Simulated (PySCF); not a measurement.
Se²⁺: ionisation energy

Se²⁺ [Ar] 3d10 4s2 4p2 (3P) → Se³⁺ [Ar] 3d10 4s2 4p1 (2P), as a difference of total energies. All numbers are calculated (PySCF 2.14, the spin-free X2C one-electron Hamiltonian (Gaussian nucleus), in aug-cc-pVDZ-DK (6s5p3d, 36 functions)). Correlated levels: valence: [Ar] 3d10 frozen. The calculations carry no spin-orbit coupling.

| method | ionisation energy (eV) | plus first-order spin-orbit estimate | error of that sum (eV) |
| --- | --- | --- | --- |
| UHF | 30.976 | 30.944 | -0.753 |
| MP2 (valence) | 31.231 | 31.199 | -0.498 |
| SCS-MP2 (valence) | 31.167 | 31.135 | -0.562 |
| CCSD (valence) | 31.260 | 31.227 | -0.470 |
| CCSD(T) (valence) | 31.266 | 31.234 | -0.463 |
| CCSDT (valence) | 31.267 | 31.235 | -0.462 |
| FCI (valence) | 31.268 | 31.236 | -0.461 |

Reference: 31.697 ± 0.019 eV (measured; NIST Atomic Spectra Database, ionization energies).

A first-order spin-orbit estimate (lowest level to lowest level, LS coupling) adds -0.032 eV.

Errors of the correlated levels include the incompleteness of this basis and the frozen core.
